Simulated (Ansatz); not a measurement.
Geometry optimisation, Ansatz, RKS BHLYP/def2-SVP.

input.yaml

```yaml
crystal:
  periodic: [false, false, false]
  atoms:
    - { symbol: Si, position_ang: [0.41321, -2.83428, 0.70686] }
    - { symbol: C, position_ang: [0.60048, -1.14624, 0.41713] }
    - { symbol: Si, position_ang: [0.19288, 0.50333, -0.0466] }
    - { symbol: Cl, position_ang: [0.47272, 2.03923, 1.73207] }
    - { symbol: H, position_ang: [-1.21011, 0.92901, -0.33564] }
    - { symbol: H, position_ang: [1.02809, 1.29267, -1.002] }
total_charge: -1
basis:
  gaussian: { orbitals: def2-SVP }
hamiltonian:
  xc: { name: BHLYP }
relax:
  f_tol: 0.015
  max_steps: 40
```

Run as:

```bash
$ ansatz run input.yaml --threads 1 --pin off --max-ram 2048MiB --backend cpu --events-out ev --progress --plain --runs-dir out
```

Task: Where does it end, and by what steps?

Result: It converged. Limits of this set-up: an anion without diffuse functions, the dipole of an ion depends on the origin. After 6 steps the energy has fallen by 0.422 eV; C2 moved furthest, 0.21 Å.

```tsv
step	energy less start (eV)	largest force component (eV/Å)	accepted
0	0.0000	2.921	yes
1	-0.3019	1.192	yes
2	-0.3665	0.699	yes
3	-0.3923	0.231	yes
4	-0.4191	0.292	yes
5	-0.4217	0.017	yes
6	-0.4217	0.003	yes
```

```xyz
6
Properties=species:S:1:pos:R:3
Si 0.593 -2.738 0.682
C 0.395 -1.132 0.416
Si 0.162 0.573 0.050
Cl 0.501 1.933 1.683
H -1.214 0.985 -0.369
H 1.060 1.163 -0.990
```

Whether the end is a true minimum wasn't checked by a vibrational analysis.

Time of the run: 27 s on 1 thread of AMD EPYC 7R43 64-Core Processor (Zen 3), with other jobs on the host, peak memory 0.17 GiB.
